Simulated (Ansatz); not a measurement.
`C[CH](N)[SbH2]` and `C[CH2][SbH2]` differ in one atom or group.

Ansatz, PBE0-D4/def2-TZVP geometries, multiplicity 1. Each molecule was computed in one conformer, which needn't be the lowest.

Elements past krypton have def2 core potentials.

| property | `C[CH](N)[SbH2]` |
| --- | --- |
| HOMO–LUMO gap (B3LYP/def2-TZVPP) / eV | 5.38 |
| LUMO energy (PBE0/def2-TZVPP) / eV | -0.37 |
| size of the dipole moment (PBE/def2-TZVPP) / D | 0.60 |
| LUMO energy (B3LYP/def2-TZVPP) / eV | -0.61 |
| HOMO–LUMO gap (ωB97M-V/def2-TZVPP) / eV | 9.51 |
| LUMO energy (PBE/def2-TZVPP) / eV | -1.12 |

(1) Give the same properties after the change, and the shifts. (Estimate.)

Results:

(1) Computed: 
```csv
property,`C[CH2][SbH2]`,shift
HOMO–LUMO gap (B3LYP/def2-TZVPP) / eV,6.30,0.92
LUMO energy (PBE0/def2-TZVPP) / eV,-0.20,0.17
size of the dipole moment (PBE/def2-TZVPP) / D,0.93,0.33
LUMO energy (B3LYP/def2-TZVPP) / eV,-0.44,0.17
HOMO–LUMO gap (ωB97M-V/def2-TZVPP) / eV,10.36,0.85
LUMO energy (PBE/def2-TZVPP) / eV,-0.94,0.18
```

With PBE0 the HOMO falls by 0.71 eV and the LUMO rises by 0.17 eV, so the gap widens by about 0.88 eV. PBE moves the HOMO by -0.83 eV and ωB97M-V by -0.70 eV. Dipoles are sizes alone; their direction can turn.

B3LYP here is the variant with VWN-RPA as its local correlation; programs differ in this.

Spin–orbit coupling is left out; it splits and shifts lone-pair levels of the heavy atoms by tenths of an eV.
